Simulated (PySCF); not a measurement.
A PySCF script (with the pyscf-properties extension) for the NMR shieldings of SMILES P1[SiH2]C[C@@H](CC(C)=O)[SiH2]1, C₅H₁₃OPSi₂, on a GFN2-xTB geometry:

```python
import basis_set_exchange as bse
import numpy as np
from pyscf import gto, dft
from pyscf.prop import nmr

atoms = """
C     3.522808   -0.055856   -0.153539
C     2.090159    0.392803   -0.091573
O     1.779720    1.553390    0.044881
C     1.049976   -0.680126   -0.221055
C    -0.265340   -0.257923    0.428860
C    -1.387475   -1.226364    0.066932
Si   -3.084638   -0.557793    0.641137
P    -2.975364    1.543006   -0.085794
Si   -0.706124    1.565958   -0.027835
H     4.185496    0.797751   -0.268558
H     3.665270   -0.756235   -0.972880
H     3.768449   -0.570620    0.774492
H     0.890569   -0.821484   -1.296103
H     1.421600   -1.626868    0.179554
H    -0.120994   -0.295953    1.515177
H    -1.423439   -1.341337   -1.019664
H    -1.182501   -2.216141    0.479625
H    -3.214275   -0.712730    2.095142
H    -4.164849   -1.290248   -0.023277
H    -3.168682    2.141348    1.138505
H    -0.342979    1.892253   -1.408145
H    -0.347800    2.542554    0.995032
"""
names = dict.fromkeys(["C", "O", "Si", "P", "H"], "pcSseg-1")
basis = {el: gto.basis.parse(bse.get_basis(n, elements=[el], fmt="nwchem")) for el, n in names.items()}
mol = gto.M(atom=atoms, basis=basis, charge=0, verbose=0)
mf = dft.RKS(mol, xc="PBE0")
mf.grids.level = 2
mf.grids.alignment = dft.numint.BLKSIZE   # the property module wants whole blocks of grid points
mf.conv_tol = 1e-9
mf.kernel()

calc = nmr.RKS(mf)   # GIAO
C = mf.mo_coeff
Co = C[:, mf.mo_occ > 0]
resp = mf.gen_response(singlet=True, hermi=2)
def vind(x):   # induced exchange potential for any number of trial vectors
    d = np.einsum("pi,xij,qj->xpq", C, 2 * x.reshape(-1, C.shape[1], Co.shape[1]), Co, optimize=True)
    return np.einsum("xpq,pi,qj->xij", resp(d - d.transpose(0, 2, 1)), C, Co, optimize=True).ravel()
mo1, _ = nmr.rhf.solve_mo1(calc, with_cphf=vind)
sigma = calc.kernel(mo1)
for i, s in enumerate(sigma):   # ppm
    w = np.linalg.eigvalsh((s + s.T) / 2)
    print("%2d %-2s iso %8.1f  s11 %8.1f  s22 %8.1f  s33 %8.1f" % (i, mol.atom_pure_symbol(i), w.mean(), *w))
```

Question: Give the expected output.

Answer: 
```
 0 C  iso    155.1  s11    133.9  s22    139.1  s33    192.3
 1 C  iso    -31.7  s11   -108.4  s22    -91.4  s33    104.6
 2 O  iso   -293.1  s11   -799.2  s22   -406.2  s33    326.0
 3 C  iso    132.5  s11    104.3  s22    120.8  s33    172.4
 4 C  iso    161.8  s11    144.6  s22    163.4  s33    177.5
 5 C  iso    167.2  s11    148.4  s22    166.1  s33    187.1
 6 Si iso    382.9  s11    315.5  s22    395.4  s33    437.8
 7 P  iso    661.6  s11    584.5  s22    661.9  s33    738.6
 8 Si iso    384.1  s11    305.8  s22    392.9  s33    453.6
 9 H  iso     29.5  s11     25.6  s22     27.7  s33     35.3
10 H  iso     29.4  s11     25.8  s22     29.4  s33     32.8
11 H  iso     29.5  s11     26.4  s22     28.5  s33     33.6
12 H  iso     29.7  s11     26.4  s22     28.9  s33     33.8
13 H  iso     28.5  s11     23.9  s22     27.2  s33     34.4
14 H  iso     30.8  s11     26.8  s22     29.7  s33     36.0
15 H  iso     31.4  s11     26.8  s22     29.9  s33     37.6
16 H  iso     30.3  s11     24.5  s22     28.8  s33     37.7
17 H  iso     27.3  s11     23.6  s22     24.6  s33     33.6
18 H  iso     27.3  s11     22.9  s22     24.8  s33     34.0
19 H  iso     31.5  s11     25.5  s22     27.3  s33     41.8
20 H  iso     27.3  s11     22.2  s22     27.5  s33     32.3
21 H  iso     26.2  s11     20.9  s22     25.7  s33     32.0
```

These numbers come from an equivalent density-fitted implementation of the same equations, which agrees with the script to about 0.01 ppm for H and up to a few tenths of a ppm for heavy atoms, so last digits may differ.

Size and cost of the density-fitted run: 239 basis functions, 2.8 min wall time on 1 thread of an Intel Xeon, shared host; peak memory 1 GiB.
